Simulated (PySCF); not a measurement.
H₄OSeSiZn, SMILES [SiH3][O][Zn][SeH] at its PBE0/def2-SVP optimised geometry (Å):

```
8

Zn    -1.0873    -1.2669     3.0412
Se    -1.2176    -1.5507     5.2938
H     -0.2637    -0.4488     5.5094
O     -1.0566    -1.1307     1.2779
Si    -0.4450    -0.3050     0.0000
H      1.0566    -0.3050     0.0000
H     -0.8832     1.1307     0.0000
H     -0.9038    -0.9259    -1.2805
```

Method: PBE0/def2-TZVP run with PySCF. Cells within 0.4 Å of a nucleus heavier than hydrogen are left out (blank, or x).

Map of the electrostatic potential (hartree/e), clipped to [-0.08, 0.12] on the plane z = 0.0 Å:

```
|111111111111111111111111111|
|111111111111111111111111111|
|111111111111111111111111111|
|111111111111111111111111111|
|111111111111111111111111111|
|111111112222111111111111111|
|111111123564211111111111111|
|111111138999521111111111111|
|111111259999942211111111111|
|111111269999975321111111111|
|111112369999999632111111111|
|111122479999999964321111111|
|111123699999999999942111111|
|11112489999xx99999993111111|
|1111249999xxx99999994211111|
|11112489999xx99999994211111|
|111113699999999999952111111|
|111011389999999975421111111|
|110001248999999842211111111|
|100000013699998532111111111|
|100000001245554321111111111|
|110000000012232221111111111|
|110000000001111111111111111|
|111000000000111111111111111|
|111100000000111111111111111|
|111110000001111111111111111|
|111111111111111111111111111|
```
Scale: ten equal steps from -0.027 (start of '0') to 0.120 (end of '9'), in the order '0123456789'; x runs from -3.50 to 3.50, y from -3.50 (bottom) to 3.50 (top).
